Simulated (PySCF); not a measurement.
CH₄NO, SMILES NC=[OH+], charge +1. Geometry optimised at B3LYP-D3(BJ)/def2-TZVP. The isomer is the one that the SMILES or the coordinates give; other isomers of the formula were not compared. One conformer was computed; it need not be the lowest.

TDDFT-PBE/def2-SVPD (PySCF) puts the lowest singlet excitations at 8.04, 8.09, 8.87, 9.77, 9.99, 10.22 eV.

**Question.** What are the lowest excitation roots from ADC(2)/aug-cc-pVDZ in PySCF? (Estimate from the structure and the level; the computed values follow.)

**Answer.** 7.71, 8.94, 9.27, 10.29, 10.70, 11.06 eV. S1 differs by -0.33 eV (second minus first; roots are paired by order, and the bases may differ).
